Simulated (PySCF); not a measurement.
This PySCF input asks for the NMR shieldings of SMILES C(C[SiH2]C)C(F)(F)F, C$_{4}$H$_{9}$F$_{3}$Si; the geometry comes from GFN2-xTB.

```python
import basis_set_exchange as bse
import numpy as np
from pyscf import gto, dft
from pyscf.prop import nmr

atoms = """
C    -2.781150    0.260073   -0.081588
Si   -0.941299    0.718833   -0.111880
C     0.029874   -0.857597    0.379155
C     1.512428   -0.822465    0.023472
C     2.230897    0.332693    0.682003
F     1.934413    0.465325    1.982743
F     1.954111    1.515812    0.108895
F     3.567978    0.195788    0.614182
H    -3.387438    1.097750   -0.409616
H    -3.109064   -0.008436    0.918279
H    -3.000119   -0.578697   -0.735791
H    -0.535572    1.102522   -1.469502
H    -0.680648    1.797933    0.841728
H    -0.068753   -1.029260    1.451735
H    -0.403267   -1.728697   -0.113709
H     1.653387   -0.713449   -1.053339
H     2.017223   -1.736099    0.349883
"""
names = dict.fromkeys(["C", "Si", "F", "H"], "pcSseg-1")
basis = {el: gto.basis.parse(bse.get_basis(n, elements=[el], fmt="nwchem")) for el, n in names.items()}
mol = gto.M(atom=atoms, basis=basis, charge=0, verbose=0)
mf = dft.RKS(mol, xc="PBE0")
mf.grids.level = 2
mf.grids.alignment = dft.numint.BLKSIZE   # the property module wants whole blocks of grid points
mf.conv_tol = 1e-9
mf.kernel()

calc = nmr.RKS(mf)   # GIAO
C = mf.mo_coeff
Co = C[:, mf.mo_occ > 0]
resp = mf.gen_response(singlet=True, hermi=2)
def vind(x):   # induced exchange potential for any number of trial vectors
    d = np.einsum("pi,xij,qj->xpq", C, 2 * x.reshape(-1, C.shape[1], Co.shape[1]), Co, optimize=True)
    return np.einsum("xpq,pi,qj->xij", resp(d - d.transpose(0, 2, 1)), C, Co, optimize=True).ravel()
mo1, _ = nmr.rhf.solve_mo1(calc, with_cphf=vind)
sigma = calc.kernel(mo1)
for i, s in enumerate(sigma):   # ppm
    print("%2d %-2s %9.2f" % (i, mol.atom_pure_symbol(i), np.trace(s) / 3))
```

Problem. Give the expected output.

Solution. 
```
 0 C     192.88
 1 Si    388.06
 2 C     178.98
 3 C     151.44
 4 C      50.35
 5 F     262.50
 6 F     250.03
 7 F     246.53
 8 H      31.58
 9 H      31.59
10 H      31.71
11 H      27.61
12 H      27.39
13 H      30.55
14 H      31.05
15 H      29.57
16 H      29.16
```

These numbers come from an equivalent density-fitted implementation of the same equations, which agrees with the script to about 0.01 ppm for H and up to a few tenths of a ppm for heavy atoms, so last digits may differ.

Problem. Turn these shieldings into chemical shifts. References, each an isolated molecule treated in the same way: TMS for $^{13}$C (σ = 186.93 ppm) and $^{29}$Si (σ = 349.16 ppm) and $^{1}$H (σ = 31.72 ppm); $^{19}$F (σ = 170.95 ppm) against CFCl3.

Solution. Averaging equivalent atoms: C 4: 136.6; C 3: 35.5; C 2: 7.9; C 0: -6.0; Si 1: -38.9; F 5/6/7: -82.1; H 11/12: 4.22; H 15/16: 2.35; H 13/14: 0.92; H 8/9/10: 0.09 ppm. Unscaled 19F shifts against computed CFCl3 carry errors that often reach 10 to 50 ppm.

Size and cost of the density-fitted run: 188 basis functions, 45 s wall time on 1 thread of an Intel Xeon, shared host; peak memory 0.84 GiB.
